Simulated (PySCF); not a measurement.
PySCF input for In(F)(Me)2 (C₂H₆FIn), SMILES [In]([CH3])([F])[CH3], r2SCAN-D4/def2-SVP. The structure is a stationary point at r2SCAN-D4/def2-SVP. The structure was generated by enumeration; whether it is a known compound was not checked. The def2 effective core potentials stand for the cores of In; spin–orbit coupling is left out.

```python
import numpy as np
from pyscf import gto, scf, dft, df
from pyscf.hessian import thermo

mol = gto.M(
    atom='''
    In   -0.00000000   -0.00000000   -0.06576966
    F    -0.00000000    0.00000000    1.92179208
    C     2.03794828   -0.00012505   -0.74964050
    H     2.11031877   -0.01240094   -1.84576947
    H     2.53539090    0.89936285   -0.35713330
    H     2.54267057   -0.88589429   -0.33596184
    C    -2.03794827    0.00012506   -0.74964050
    H    -2.11031876    0.01240095   -1.84576948
    H    -2.53539090   -0.89936285   -0.35713332
    H    -2.54267056    0.88589429   -0.33596185
    ''',
    basis='def2-SVP',
    ecp={'In': 'def2-svp'},
    charge=0,
    spin=0,
    max_memory=1600,
    verbose=3,
)
mf = dft.RKS(mol, xc='r2scan').density_fit(auxbasis='def2-universal-jkfit')
mf.disp = 'd4'
mf.grids.level = 4
mf.conv_tol = 1e-11
mf.max_cycle = 100
mf.kernel()

# analytic Hessian; the response equations are solved on a coarser grid
h, args, fine = mf.Hessian(), (mf.mo_energy, mf.mo_coeff, mf.mo_occ), mf.grids
h.max_memory = max(150, 2.5e-5 * df.make_auxmol(mol, mf.with_df.auxbasis).nao * mol.nelec[0] * (mol.nelec[0] + mol.nao))  # MB; small integral blocks
h1ao = h.make_h1(mf.mo_coeff, mf.mo_occ)
mf.grids = dft.Grids(mol).set(level=2).build(with_non0tab=True)
mo1, mo_e1 = h.solve_mo1(*args, h1ao)
mf.grids = fine
hess = h.hess_elec(*args, mo1, mo_e1, h1ao) + h.hess_nuc()
if mf.do_disp():
    hess += h.get_dispersion()
for i in range(mol.natm):  # the analytic DFT Hessian lacks the response of the grid: restore translational invariance
    hess[i, i] -= hess[i].sum(axis=0)
hess = (hess + hess.transpose(1, 0, 3, 2)) / 2
vib = thermo.harmonic_analysis(mol, hess, imaginary_freq=False)
thermo.dump_normal_mode(mol, vib)
th = thermo.thermo(mf, vib['freq_au'][vib['freq_au'] > 0], 298.15, 101325)
thermo.dump_thermo(mol, th)
g0 = mf.nuc_grad_method().set(verbose=0).kernel()

# dipole derivatives [dipole axis, atom, xyz] from the same response
r, irp = mol.intor('int1e_r'), mol.intor('int1e_irp').reshape(3, 3, mol.nao, mol.nao)
sl, dm0, ok = mol.aoslice_by_atom(), np.array(mf.make_rdm1()), []
dmu = np.einsum('a,xt->xat', mol.atom_charges(), np.eye(3))
for a, (_, _, p0, p1) in enumerate(sl):
    dmu[:, a] += 2 * np.einsum('xtij,ij->xt', irp[:, :, :, p0:p1], dm0.reshape(-1, mol.nao, mol.nao).sum(0)[:, p0:p1])
    for u, c, occ, f in [(mo1, mf.mo_coeff, mf.mo_occ, 4)]:
        dmu[:, a] -= f * np.einsum('tui,xuv,vi->xt', u[a], r, c[:, occ > 0], optimize=True)
L = vib['norm_mode']
ir = 974.8801 * (np.einsum('xat,kat->kx', dmu, L) ** 2).sum(1)       # km/mol
apt = np.einsum('xax->a', dmu) / 3

# polarisability derivatives from nuclear gradients in small electric fields
h0, F = mf.get_hcore(), 0.005
def in_field(f, guess):
    m = mf.copy()
    m.verbose, m.conv_tol, m.conv_tol_grad = 0, 1e-11, 2e-7
    m.get_hcore = lambda *a: h0 + np.einsum('x,xij->ij', f, r)
    m.kernel(guess)
    ok.append(m.converged)
    dm = np.array(m.make_rdm1())
    g = m.nuc_grad_method().kernel() - np.outer(mol.atom_charges(), f)
    for a, (_, _, p0, p1) in enumerate(sl):
        g[a] -= 2 * np.einsum('x,xtij,ij->t', f, irp[:, :, :, p0:p1], dm[:, p0:p1])
    return g, -np.einsum('xij,ij->x', r, dm), dm
E = np.eye(3) * F
g0, _, dm0 = in_field(np.zeros(3), dm0)
gp = [in_field(e, dm0) for e in E]
gm = [in_field(-e, 2 * dm0 - p[2]) for e, p in zip(E, gp)]
alpha = np.array([(p[1] - q[1]) / (2 * F) for p, q in zip(gp, gm)])  # bohr^3
check = abs(np.array([-(p[0] - q[0]) / (2 * F) for p, q in zip(gp, gm)]) - dmu).max()
print('static polarisability / bohr^3:', alpha.round(3))
print('largest difference of analytic and finite-field dipole derivatives / e:', check)
da = np.zeros((3, 3, mol.natm, 3))
for x in range(3):
    da[x, x] = -(gp[x][0] + gm[x][0] - 2 * g0) / F**2
for x, y in ((0, 1), (0, 2), (1, 2)):
    up, down = in_field(E[x] + E[y], gp[x][2] + gp[y][2] - dm0), in_field(-E[x] - E[y], gm[x][2] + gm[y][2] - dm0)
    both = -(up[0] + down[0] - 2 * g0) / F**2
    da[x, y] = da[y, x] = (both - da[x, x] - da[y, y]) / 2
aq = np.einsum('xyat,kat->kxy', da, L) * 0.529177210903**2           # A^2/amu^1/2
a = np.einsum('kxx->k', aq) / 3
g2 = 1.5 * (aq**2).sum((1, 2)) - 4.5 * a**2
raman, depol = 45 * a**2 + 7 * g2, 3 * g2 / (45 * a**2 + 4 * g2 + 1e-12)
print('mode   freq/cm-1   IR/(km/mol)   Raman/(A^4/amu)   depolarisation')
for k, w in enumerate(vib['freq_wavenumber']):
    print(f'{k + 1:4d} {w:11.2f} {ir[k]:13.3f} {raman[k]:17.3f} {depol[k]:16.3f}')
print('max |gradient| / (hartree/bohr):', abs(g0).max())
print('APT charges:', apt.round(4))
```

Log of the run:

```
[...]
Normal mode                   x     y     z       x     y     z       x     y     z
       0  In                -0.00  0.05 -0.00    0.03  0.00 -0.00   -0.00  0.00 -0.01
       1   F                 0.00 -0.08 -0.00   -0.17 -0.00 -0.00    0.00 -0.00 -0.01
       2   C                 0.00 -0.12  0.00   -0.00 -0.00 -0.09   -0.17 -0.00  0.05
       3   H                -0.00 -0.20  0.00   -0.09 -0.00 -0.10   -0.17  0.00  0.05
       4   H                 0.10 -0.16 -0.05    0.03  0.00 -0.14   -0.17 -0.00  0.05
       5   H                -0.10 -0.16  0.05    0.03 -0.00 -0.14   -0.17  0.00  0.05
       6   C                 0.00 -0.12 -0.00   -0.00 -0.00  0.09    0.17  0.00  0.05
       7   H                -0.00 -0.20 -0.00   -0.09 -0.00  0.10    0.17 -0.00  0.05
       8   H                 0.10 -0.16  0.05    0.03  0.00  0.14    0.17  0.00  0.05
       9   H                -0.10 -0.16 -0.05    0.03 -0.00  0.14    0.17 -0.00  0.05
Mode                                 6                   7                   8
Irrep
Freq [cm^-1]                      529.9939            576.1750            632.9881
Reduced mass [au]                   4.3663             21.2326              1.1389
Force const [Dyne/A]                0.7226              4.1530              0.2689
Char temp [K]                     762.5433            828.9875            910.7290
Normal mode                   x     y     z       x     y     z       x     y     z
       0  In                 0.04  0.00  0.00   -0.00 -0.00  0.03    0.00 -0.00 -0.00
       1   F                 0.00 -0.00 -0.00   -0.00  0.00 -0.21   -0.00  0.00 -0.00
       2   C                -0.15 -0.00  0.05    0.00 -0.00  0.00   -0.00  0.07  0.00
       3   H                -0.15  0.00  0.05    0.00  0.00  0.00   -0.01 -0.19  0.00
       4   H                -0.17 -0.00  0.06    0.01 -0.00 -0.00    0.42 -0.12 -0.11
       5   H                -0.17  0.00  0.06    0.01  0.00 -0.00   -0.41 -0.12  0.11
       6   C                -0.15 -0.00 -0.05   -0.00  0.00  0.00    0.00 -0.07  0.00
       7   H                -0.15  0.00 -0.05   -0.00 -0.00  0.00    0.01  0.19  0.00
       8   H                -0.17 -0.00 -0.06   -0.01  0.00 -0.00   -0.42  0.12 -0.11
       9   H                -0.17  0.00 -0.06   -0.01 -0.00 -0.00    0.41  0.12  0.11
Mode                                 9                  10                  11
Irrep
Freq [cm^-1]                      696.2694            719.3312            739.8167
Reduced mass [au]                   1.1789              1.2154              1.2125
Force const [Dyne/A]                0.3367              0.3705              0.3910
Char temp [K]                    1001.7767           1034.9575           1064.4315
Normal mode                   x     y     z       x     y     z       x     y     z
       0  In                 0.00  0.00  0.00    0.00 -0.01  0.00   -0.00  0.00  0.01
       1   F                -0.01 -0.00  0.00    0.00  0.01  0.00    0.00 -0.00  0.01
       2   C                -0.01 -0.00 -0.08   -0.00  0.08 -0.00   -0.03 -0.00 -0.08
       3   H                 0.51 -0.00 -0.04   -0.00 -0.18  0.00    0.49 -0.00 -0.04
       4   H                -0.18 -0.03  0.21    0.41 -0.11 -0.10   -0.18 -0.03  0.21
       5   H                -0.19  0.03  0.21   -0.40 -0.11  0.10   -0.19  0.03  0.21
       6   C                -0.01 -0.00  0.08   -0.00  0.08  0.00    0.03  0.00 -0.08
       7   H                 0.51 -0.00  0.04   -0.00 -0.18 -0.00   -0.49  0.00 -0.04
       8   H                -0.18 -0.03 -0.21    0.41 -0.11  0.10    0.18  0.03  0.21
       9   H                -0.19  0.03 -0.21   -0.40 -0.11 -0.10    0.19 -0.03  0.21
Mode                                12                  13                  14
Irrep
Freq [cm^-1]                     1167.4927           1168.0488           1425.0703
Reduced mass [au]                   1.2184              1.1861              1.0571
Force const [Dyne/A]                0.9785              0.9535              1.2649
Char temp [K]                    1679.7620           1680.5622           2050.3589
Normal mode                   x     y     z       x     y     z       x     y     z
       0  In                 0.00 -0.00 -0.00   -0.00  0.00 -0.00    0.00  0.00  0.00
       1   F                 0.00 -0.00  0.00    0.00 -0.00  0.00   -0.00 -0.00 -0.00
       2   C                -0.09 -0.00  0.02   -0.08 -0.00  0.02    0.01  0.00  0.04
       3   H                 0.36  0.00  0.04    0.36  0.00  0.04    0.24 -0.00  0.05
       4   H                 0.31 -0.13 -0.15    0.32 -0.13 -0.16   -0.19  0.26 -0.31
       5   H                 0.31  0.12 -0.15    0.32  0.12 -0.16   -0.19 -0.27 -0.31
       6   C                -0.09 -0.00 -0.02    0.08  0.00  0.02    0.01  0.00 -0.04
       7   H                 0.36  0.00 -0.04   -0.36 -0.00  0.04    0.24 -0.00 -0.05
       8   H                 0.31 -0.13  0.15   -0.32  0.13 -0.16   -0.19  0.26  0.31
       9   H                 0.31  0.12  0.15   -0.32 -0.12 -0.16   -0.19 -0.27  0.31
Mode                                15                  16                  17
Irrep
Freq [cm^-1]                     1426.9568           1429.6320           1430.3318
Reduced mass [au]                   1.0588              1.0533              1.0545
Force const [Dyne/A]                1.2702              1.2684              1.2711
Char temp [K]                    2053.0731           2056.9221           2057.9290
Normal mode                   x     y     z       x     y     z       x     y     z
       0  In                 0.00  0.00 -0.00    0.00 -0.00 -0.00    0.00 -0.00  0.00
       1   F                -0.00 -0.00  0.00   -0.00  0.00 -0.00   -0.00  0.00  0.00
       2   C                 0.00 -0.05 -0.00   -0.01  0.00 -0.04    0.00 -0.04  0.00
       3   H                -0.01  0.51 -0.01   -0.24 -0.01 -0.05   -0.00  0.51 -0.01
       4   H                 0.10  0.04 -0.30    0.19 -0.26  0.32    0.11  0.04 -0.31
       5   H                -0.10  0.05  0.31    0.20  0.27  0.30   -0.11  0.05  0.30
       6   C                -0.00  0.05 -0.00    0.01 -0.00 -0.04    0.00 -0.04 -0.00
       7   H                 0.01 -0.51 -0.01    0.24  0.01 -0.05   -0.00  0.51  0.01
       8   H                -0.10 -0.04 -0.30   -0.19  0.26  0.32    0.11  0.04  0.31
       9   H                 0.10 -0.05  0.31   -0.20 -0.27  0.30   -0.11  0.05 -0.30
Mode                                18                  19                  20
Irrep
Freq [cm^-1]                     3048.9568           3049.9716           3166.1323
Reduced mass [au]                   1.0311              1.0310              1.1028
Force const [Dyne/A]                5.6472              5.6508              6.5132
Char temp [K]                    4386.7700           4388.2301           4555.3594
Normal mode                   x     y     z       x     y     z       x     y     z
       0  In                -0.00  0.00  0.00   -0.00  0.00 -0.00    0.00  0.00  0.00
       1   F                 0.00 -0.00  0.00    0.00 -0.00  0.00   -0.00  0.00 -0.00
       2   C                 0.03  0.00 -0.01   -0.03 -0.00  0.01   -0.00  0.06  0.00
       3   H                -0.01  0.00  0.38    0.01 -0.00 -0.38    0.00  0.01 -0.01
       4   H                -0.18 -0.34 -0.15    0.18  0.34  0.15   -0.22 -0.39 -0.17
       5   H                -0.18  0.34 -0.16    0.18 -0.34  0.16    0.22 -0.37  0.18
       6   C                 0.03  0.00  0.01    0.03  0.00  0.01    0.00 -0.06  0.00
       7   H                -0.01  0.00 -0.38   -0.01  0.00 -0.38   -0.00 -0.01 -0.01
       8   H                -0.18 -0.34  0.15   -0.18 -0.34  0.15    0.22  0.39 -0.17
       9   H                -0.18  0.34  0.16   -0.18  0.34  0.16   -0.22  0.37  0.18
Mode                                21                  22                  23
Irrep
Freq [cm^-1]                     3166.6049           3179.9753           3180.0936
Reduced mass [au]                   1.1037              1.1053              1.1056
Force const [Dyne/A]                6.5208              6.5854              6.5874
Char temp [K]                    4556.0395           4575.2764           4575.4467
Normal mode                   x     y     z       x     y     z       x     y     z
       0  In                -0.00 -0.00 -0.00   -0.00  0.00  0.00    0.00  0.00  0.00
       1   F                -0.00 -0.00  0.00   -0.00 -0.00 -0.00    0.00  0.00 -0.00
       2   C                 0.00 -0.06 -0.00   -0.02  0.00 -0.06    0.02 -0.00  0.06
       3   H                -0.00 -0.01  0.01   -0.04  0.01  0.56    0.04 -0.01 -0.56
       4   H                 0.22  0.39  0.17    0.11  0.21  0.08   -0.11 -0.21 -0.08
       5   H                -0.22  0.37 -0.18    0.12 -0.22  0.09   -0.12  0.22 -0.09
       6   C                 0.00 -0.06  0.00   -0.02  0.00  0.06   -0.02  0.00  0.06
       7   H                -0.00 -0.01 -0.01   -0.04  0.01 -0.56   -0.04  0.01 -0.56
       8   H                 0.22  0.39 -0.17    0.11  0.21 -0.08    0.11  0.21 -0.08
       9   H                -0.22  0.37  0.18    0.12 -0.22 -0.09    0.12 -0.22 -0.09
temperature 298.1500 [K]
pressure 101325.00 [Pa]
Rotational constants [GHz] 5.34674 3.66341 2.23571
Symmetry number 2
Zero-point energy (ZPE) 0.07206 [Eh]   189202.771 [J/mol]
                           tot       elec      trans        rot        vib
Entropy [J/mol/K]       385.642      0.000    172.341    104.687    108.614
Cv [J/mol/K]             98.162      0.000     12.472     12.472     73.219
Cp [J/mol/K]            106.477      0.000     20.786     12.472     73.219
Internal energy [J/mol]                      3718.434   3718.434 202314.952
Internal energy [Eh]   -369.57430  -369.65419
Enthalpy [J/mol]                             6197.391   3718.434 202314.952
Enthalpy [Eh]          -369.57336
Gibbs free energy [J/mol]                  -45186.118 -27494.004 169931.731
Gibbs free energy [Eh] -369.61715
static polarisability / bohr^3: [[ 7.2679e+01  1.0000e-02  0.0000e+00]
 [ 1.0000e-02  4.0791e+01  0.0000e+00]
 [-0.0000e+00 -0.0000e+00  4.7732e+01]]
largest difference of analytic and finite-field dipole derivatives / e: 0.000780343690705676
mode   freq/cm-1   IR/(km/mol)   Raman/(A^4/amu)   depolarisation
   1       11.86         0.000             0.008            0.750
   2       25.95         0.842             0.010            0.750
   3      110.72         1.032             2.231            0.598
   4      128.52         5.303             0.032            0.750
   5      145.28        18.069             3.172            0.750
   6      476.07         1.841            64.287            0.199
   7      529.99        41.411             2.720            0.750
   8      576.17        64.261             4.722            0.233
   9      632.99         0.000             1.742            0.750
  10      696.27        17.853             0.653            0.750
  11      719.33        59.766             0.000            0.750
  12      739.82        63.051             1.185            0.719
  13     1167.49         0.023             0.462            0.750
  14     1168.05         0.920            37.360            0.173
  15     1425.07         0.870            12.046            0.750
  16     1426.96         0.000             3.299            0.750
  17     1429.63         3.964             7.525            0.746
  18     1430.33         3.495            11.041            0.750
  19     3048.96        11.076             0.218            0.750
  20     3049.97         0.657           308.048            0.001
  21     3166.13         0.002           189.615            0.750
  22     3166.60         1.822            25.095            0.750
  23     3179.98         0.218            58.471            0.750
  24     3180.09         6.435           132.967            0.749
max |gradient| / (hartree/bohr): 4.152697491614059e-05
APT charges: [ 1.2644 -0.6732 -0.3069  0.0033  0.0031  0.003  -0.3069  0.0033  0.0031
  0.003 ]
```

The calculation finished and met its thresholds.

Cost: about 17 core-minutes (a rough figure).
